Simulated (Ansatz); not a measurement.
`FB(F)B(F)F` + NH₃ → `NB(F)F` + `FBF`  (cleavage of the B–B bond)

Isolated molecules relaxed with PBE0-D4/def2-TZVP in Ansatz; ΔE leaves out vibrations. CCSD(T)/CBS adds triple-zeta CCSD(T) − MP2 to the extrapolated MP2 energy (def2 sets, frozen cores). This one scheme is used for every species. DFT in def2-TZVPP. B3LYP here is the variant with VWN-RPA as its local correlation; programs differ in this. HSE06 is defined as in plane-wave codes. One conformer a species, not always the lowest.

| level | ΔE (kJ/mol) | difference from CCSD(T)/CBS |
| --- | --- | --- |
| r2SCAN-D4 | -147.7 | -3.8 |
| B97M-V | -144.7 | -0.8 |
| B3LYP-D4 | -147.1 | -3.2 |
| HSE06-D4 | -144.1 | -0.2 |
| CAM-B3LYP-D4 | -150.2 | -6.3 |
| B2PLYP | -148.7 | -4.8 |
| PBE-QIDH | -150.3 | -6.4 |
| LC-ωPBE | -144.2 | -0.3 |
| HF/def2-QZVPP | -161.7 | -17.8 |
| HF/CBS(def2) | -161.7 | -17.8 |
| CCSD(T)/CBS | -143.9 | 0 |

Largest T1 diagnostic among the species: 0.014.

At CCSD(T), def2-SVP lies −15.1 kJ/mol from the extrapolated value and def2-TZVPP −0.0 kJ/mol. From BLYP to BHLYP (50 % exact exchange), in def2-TZVPP and without D4, ΔE moves by −15.6 kJ/mol. Leaving LDA and LC-ωPBE aside and taking each functional with its dispersion term where it has one, the values, not all of them listed here, spread over 21.3 kJ/mol, from BHLYP-D4 to revPBE-D4. LDA lies −11.1 kJ/mol from PBE without D4.
